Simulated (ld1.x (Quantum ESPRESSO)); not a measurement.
Pt: excitation energies, all-electron against TM

* Element: platinum
* Generator: ld1.x (Quantum ESPRESSO) 7.5
* Type: norm-conserving Troullier–Martins (Kleinman–Bylander form)
* Functional: LDA (PZ)
* Relativity: fully relativistic
* Frozen core: [Kr] 4d10 4f14
* Valence charge: 18
* Reference configuration: 5s2 5p6 5d9 6s0.75 6p0.25
* Partial waves: 5s (bound): rc 1.10 bohr; 5p (bound): rc 1.25 bohr; 5d (bound): rc 2.25 bohr
* Local potential: all-electron potential smoothed inside 1.30 bohr (lloc = -1)
* Core correction: none

Open shells are filled in proportion to 2j + 1 (rel_dist='average').

Occupied shells without a wave of their own: 6p, 6s. They enter only through the test configuration that unscreens the potential.

Energies are relative to the spin-unpolarised reference configuration 5s2 5p6 5d9 6s0.75 6p0.25; without spin polarisation the order of configurations can differ from experiment. The frozen-core shift is the all-electron ΔE with the core orbitals held at their reference shape minus the fully relaxed ΔE.

```tsv
valence configuration	charge	ΔE all-electron (eV)	error AE − PS (meV)	frozen-core shift (meV)
5s2 5p6 5d9 6s0 6p0	+1	8.312	-156	+0.1
5s2 5p6 5d8 6s0 6p0	+2	28.587	-224	+1.0
5s2 5p6 5d9 6s0.5 6p0	+0.5	2.621	-51	0.0
5s1 5p6 5d9 6s1 6p0	+1	107.490	-9.7	+74
5s2 5p6 5d7 6s0 6p0	+3	61.097	-295	+7.8
```

**Question.** What are ΔE and the potential's error for 5s2 5p6 5d9 6s1 6p0?

**Answer.** ΔE = -1.247 eV all-electron; the error (AE − PS) is +34 meV.

**Question.** What are ΔE and the potential's error for 5s2 5p6 5d10 6s0 6p0?

**Answer.** ΔE = -1.217 eV all-electron; the error (AE − PS) is -102 meV.

The 6p, 6s levels have no wave, so the channel is fitted at the deeper level alone: the likely source of the large errors.

A Bessel basis up to 400 Ry misses an occupied level by 0.05 Ry, so cutoffs and ghosts were not judged.
